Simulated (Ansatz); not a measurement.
Abstraction of Cl: BCl3 + C2H5AlCl → BCl2 + C2H5AlCl2

Species: BCl3 `ClB(Cl)Cl`, singlet; C2H5AlCl `C[CH2][Al][Cl]`, doublet; BCl2 `Cl[B]Cl`, doublet; C2H5AlCl2 (ethylaluminum dichloride) `C[CH2][Al]([Cl])[Cl]`, singlet. A radical takes Cl: the energy is the difference in strength between the B–Cl bond broken and the Al–Cl bond made.

Shapes, held fixed at every level: PBE0-D4/def2-TZVP. Flexible molecules stand in one conformer, not always the lowest. Programs: Ansatz 0.2.0. Electronic energies: no zero-point or thermal term.

```
               level                    kind  ΔE (kJ/mol)  less CCSD(T)/CBS estimate
         HF/def2-SVP            Hartree–Fock        -18.2                      -12.5
       HF/def2-TZVPP            Hartree–Fock        -25.7                      -20.0
 B3LYP-D4/def2-TZVPP           global hybrid         +2.1                       +7.8
  wB97M-V/def2-TZVPP  range-separated hybrid         +1.3                       +7.0
      MP2/def2-TZVPP     perturbation theory         +3.0                       +8.7
    CCSD(T)/def2-SVP   coupled cluster or CI         +7.7                      +13.4
       CCSD/def2-SVP   coupled cluster or CI         +4.6                      +10.3
CCSD(T)/CBS estimate   coupled cluster or CI         -5.7                        0.0
```

The highest level, CCSD(T)/CBS estimate, gives ΔE = -5.7 kJ/mol; the levels span -25.7 to +7.7. They disagree on the sign: 5 of 8 are positive. The column of differences is taken from that level and isn't an error. No measured value is set beside it here. Open shells run unrestricted unless RO is named. The CBS estimate extrapolates MP2 from def2-TZVPP and def2-QZVPP and adds CCSD(T) − MP2 in the triple-zeta set, cores frozen.
